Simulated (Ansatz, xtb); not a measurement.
# Isomers of C5H12NP in order of energy

5 gas-phase structures of C5H12NP, from a drawn sample of its isomers (lower ones may exist). Each was relaxed with GFN2-xTB; where two conformers were screened, the lower at r2SCAN-D4/def2-SVP is listed:

A. `CNP1CC[C@H]1C`, a singlet
B. `C[C@@H]1CCP(N)C1`, a singlet
C. `C=PN(CC)CC`, a singlet
D. `CNP(C)C1CC1`, a singlet
E. `[H]/P=C(\CC)N(C)C`, a singlet

Q: Make a reasoned guess at their ranking by r2SCAN-D4/def2-SVP single-point energy.

A: Calculated order at r2SCAN-D4/def2-SVP: B (0.0), A (23.7), C (23.9), E (25.8), D (30.0) kcal/mol. Less than 1 kcal/mol parts A and C, so the order within that pair means little.

Energies above the lowest of each column, in kcal/mol; the last columns are at B3LYP-D3(BJ)/def2-SVP geometries and were run for some of them only (a dash: not run or not comparable):

```json
{"structure": "B", "GFN2-xTB": "0.0", "HF/STO-3G": "0.0", "r2SCAN-D4/def2-SVP": "0.0", "B3LYP-D3(BJ)/def2-SVP": "0.0", "CCSD(T)/def2-SVP + ΔMP2/def2-TZVPP": "0.0"}
{"structure": "A", "GFN2-xTB": "17.3", "HF/STO-3G": "24.8", "r2SCAN-D4/def2-SVP": "23.7", "B3LYP-D3(BJ)/def2-SVP": "22.3", "CCSD(T)/def2-SVP + ΔMP2/def2-TZVPP": "25.6"}
{"structure": "C", "GFN2-xTB": "26.0", "HF/STO-3G": "60.3", "r2SCAN-D4/def2-SVP": "23.9", "B3LYP-D3(BJ)/def2-SVP": "24.2", "CCSD(T)/def2-SVP + ΔMP2/def2-TZVPP": "28.6"}
{"structure": "E", "GFN2-xTB": "28.2", "HF/STO-3G": "67.7", "r2SCAN-D4/def2-SVP": "25.8", "B3LYP-D3(BJ)/def2-SVP": "–", "CCSD(T)/def2-SVP + ΔMP2/def2-TZVPP": "–"}
{"structure": "D", "GFN2-xTB": "26.6", "HF/STO-3G": "44.1", "r2SCAN-D4/def2-SVP": "30.0", "B3LYP-D3(BJ)/def2-SVP": "–", "CCSD(T)/def2-SVP + ΔMP2/def2-TZVPP": "–"}
```

Every level run on B puts it lowest or level with the lowest. Some further structures that were screened fall inside this span and aren't listed. Flexible structures stand in one conformer each, not always the lowest. Frequencies (GFN2-xTB) were run for A, B, C alone. The ΔMP2 step shifts differences by up to 3.7 kcal/mol, which makes them less sure. ΔMP2 is the change of the MP2 energy from the smaller to the larger basis.

Over these structures GFN2-xTB departs from r2SCAN-D4/def2-SVP by 3.1 kcal/mol on average once a common shift is removed. A GFN2-xTB relaxation took about 0.12 s and the r2SCAN-D4/def2-SVP energy about 3.3 s on a shared host (Ansatz 0.2.0, xtb 6.7.1).
